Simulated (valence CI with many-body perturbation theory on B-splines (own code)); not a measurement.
Values are calculated unless marked as measured or tabulated.
## Pb XLIII: what each term of the Hamiltonian does

Method: relativistic CI+MBPT: four valence electrons over a frozen Dirac-Fock core [Kr], a basis of 9 s, 9 p, 10 d, 8 f, 5 g, 3 h, 1 i functions for each j, with the one-electron correlation potential Σ1, the two-electron term Σ2, the three-electron term Σ3, Breit, model QED; selected CI, second order for the rest (own B-spline code, finite nucleus).

The last digits are not significant, and no measured levels were compared; by estimate large intervals hold to a few tenths of a per cent, small ones and those within an open d or f shell to about a per cent. Only levels of the ground parity were solved; by the run's estimate the other parity begins above the list, which can be wrong where configurations are misplaced.

Each rung adds one term. CI alone is the Dirac-Coulomb CI over the frozen core; QED comes last and gives the full result, which names the levels. Energies are above (4d3/2^4) J=0 on the same rung, in eV.

Levels are named by their leading jj configuration (3d3/2^4 stands for four electrons in 3d with j = 3/2), which in mixed levels can hold well under half, so a name can repeat and another be missing. Letters in brackets count levels of one name in rising energy.

| Level | CI alone |
| --- | --- |
| (4d3/2^3 4d5/2) J=1 | 27.68 |
| (4d3/2^3 4d5/2) J=4 | 34.12 |
| (4d3/2^3 4d5/2) J=2 | 34.80 |
| (4d3/2^3 4d5/2) J=3 | 36.48 |
| (4d3/2^2 4d5/2^2) J=0 [a] | 59.46 |
| (4d3/2^2 4d5/2^2) J=2 [a] | 59.84 |
| (4d3/2^2 4d5/2^2) J=4 [a] | 61.51 |
| (4d3/2^2 4d5/2^2) J=3 [a] | 62.05 |
| (4d3/2^2 4d5/2^2) J=5 | 64.61 |
| (4d3/2^2 4d5/2^2) J=6 | 66.52 |
| (4d3/2^2 4d5/2^2) J=1 | 65.92 |
| (4d3/2^2 4d5/2^2) J=3 [b] | 67.84 |
| (4d3/2^2 4d5/2^2) J=4 [b] | 68.51 |
| (4d3/2^2 4d5/2^2) J=2 [b] | 68.78 |
| (4d3/2^2 4d5/2^2) J=2 [c] | 74.03 |
| (4d3/2^2 4d5/2^2) J=4 [c] | 76.74 |

(1) What do these energies become with core correlation, Breit and QED?

(2) How does the ionisation energy move along the ladder, and which term matters most?

## Answers

(1) (4d3/2^3 4d5/2) J=1 27.44 (-0.245); (4d3/2^3 4d5/2) J=4 33.19 (-0.937); (4d3/2^3 4d5/2) J=2 34.13 (-0.672); (4d3/2^3 4d5/2) J=3 35.60 (-0.878); (4d3/2^2 4d5/2^2) J=0 [a] 58.90 (-0.560); (4d3/2^2 4d5/2^2) J=2 [a] 59.13 (-0.715); (4d3/2^2 4d5/2^2) J=4 [a] 60.48 (-1.034); (4d3/2^2 4d5/2^2) J=3 [a] 61.03 (-1.023); (4d3/2^2 4d5/2^2) J=5 63.14 (-1.470); (4d3/2^2 4d5/2^2) J=6 64.78 (-1.746); (4d3/2^2 4d5/2^2) J=1 64.92 (-0.995); (4d3/2^2 4d5/2^2) J=3 [b] 66.47 (-1.371); (4d3/2^2 4d5/2^2) J=4 [b] 66.94 (-1.572); (4d3/2^2 4d5/2^2) J=2 [b] 67.50 (-1.277); (4d3/2^2 4d5/2^2) J=2 [c] 73.08 (-0.952); (4d3/2^2 4d5/2^2) J=4 [c] 75.16 (-1.582).

(2) CI alone 2098.4, + Σ1 2101.3, + Σ2 2103.9, + Σ3 2103.9, + Breit 2102.3, + QED 2102.4 eV. The largest step is Σ1, 2.9 eV. NIST lists 2101 ± 4 eV (theoretical).
